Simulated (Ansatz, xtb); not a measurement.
# Ranking isomers of CH6B3N3O2

3 gas-phase structures of CH6B3N3O2, from a drawn sample of its isomers (lower ones may exist). Each was relaxed with GFN2-xTB; where two conformers were screened, the lower at r2SCAN-D4/def2-SVP is listed:

A. `O=CB1NBNB(O)N1`, a singlet
B. `O=CN1BNB(O)NB1`, a singlet
C. `O=CN1BNBNB1O`, a singlet

Task: Estimate their order in r2SCAN-D4/def2-SVP energy at these geometries, lowest first.

Result: Calculated order at r2SCAN-D4/def2-SVP: C (0.000), B (0.385), A (0.568) eV.

Energies above the lowest of each column, in eV; the last columns are at B3LYP-D3(BJ)/def2-SVP geometries:

```csv
structure,GFN2-xTB,HF/STO-3G,r2SCAN-D4/def2-SVP,B3LYP-D3(BJ)/def2-SVP,CCSD(T)/def2-SVP + ΔMP2/def2-TZVPP
C,0.000,0.000,0.000,0.000,0.000
B,0.272,0.245,0.385,0.387,0.294
A,1.333,0.293,0.568,0.552,0.400
```

Every level run on C puts it lowest or level with the lowest. Flexible structures stand in one conformer each, not always the lowest. ΔMP2 is the change of the MP2 energy from the smaller to the larger basis.

Programs: Ansatz 0.2.0, xtb 6.7.1.
